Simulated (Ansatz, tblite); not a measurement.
Cost and result up the ladder for (H3Ge)2S (Ge2H6S) (9 atoms). The state is a singlet with charge 0. Geometry: B3LYP-D4/def2-SVP.

| atom | x (Å) | y (Å) | z (Å) |
| --- | --- | --- | --- |
| Ge1 | -0.674 | 1.361 | 0.799 |
| H2 | 0.199 | 0.955 | 2.005 |
| H3 | -0.910 | 2.881 | 0.785 |
| H4 | -2.016 | 0.601 | 0.859 |
| S5 | 0.395 | 0.902 | -1.126 |
| Ge6 | 0.696 | -1.310 | -0.861 |
| H7 | 1.580 | -1.587 | 0.373 |
| H8 | -0.664 | -2.018 | -0.686 |
| H9 | 1.394 | -1.786 | -2.147 |

Ansatz on 4 threads of Intel Xeon 6975P-C on a shared host; xTB runs through tblite on one thread. Times are rough, summed over both states, and most runs start from the orbitals of an earlier one. PBE0-D4/def2-TZVP serves as the yardstick here, not as an exact answer. The other state is a triplet.

The xTB rows come from tblite.

xTB has no spin-polarisation term.

```csv
level,functions,vertical triplet (eV),difference from PBE0-D4/def2-TZVP (eV)
PBE0-D4/def2-TZVP,169,4.99,0.00
r2SCAN-D4/def2-TZVP,169,4.92,-0.08
GFN2-xTB,33,5.65,0.66
PBE-D4/def2-TZVP (with forces),169,4.76,-0.24
GFN1-xTB,39,5.50,0.51
```

Task: Estimate how long each takes.

Result: GFN2-xTB 0.006 s; GFN1-xTB 0.01 s; PBE-D4/def2-TZVP (with forces) 2.2 s; PBE0-D4/def2-TZVP 4.1 s; r2SCAN-D4/def2-TZVP 4.7 s. On shared hardware such times vary by a factor of up to 3.
